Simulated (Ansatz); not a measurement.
Si2O2. Charge 0, multiplicity 1. Geometry PBE0-D4/def2-TZVP; atoms count from 1.

```xyz
4

Si    0.145    0.473   -1.115
Si   -0.145   -0.473    1.116
O    -0.909    0.716    0.185
O     0.909   -0.716   -0.185
```

The structure comes from a short search, and lower isomers may exist.

(1) Estimate the Mulliken populations from the PBE0/def2-TZVP orbitals of Ansatz.

(2) And the Mayer bond orders between bonded heavy atoms (over 0.3)?

Results:

(1) 
```
atom  charge (e)
 Si1        0.41
 Si2        0.41
  O3       -0.41
  O4       -0.41
```
Mulliken values and Mayer orders depend strongly on the basis.

(2) Si1–Si2 0.35 (2.44 Å); Si1–O3 1.07 (1.69 Å); Si1–O4 1.07 (1.69 Å); Si2–O3 1.07 (1.69 Å); Si2–O4 1.07 (1.69 Å).
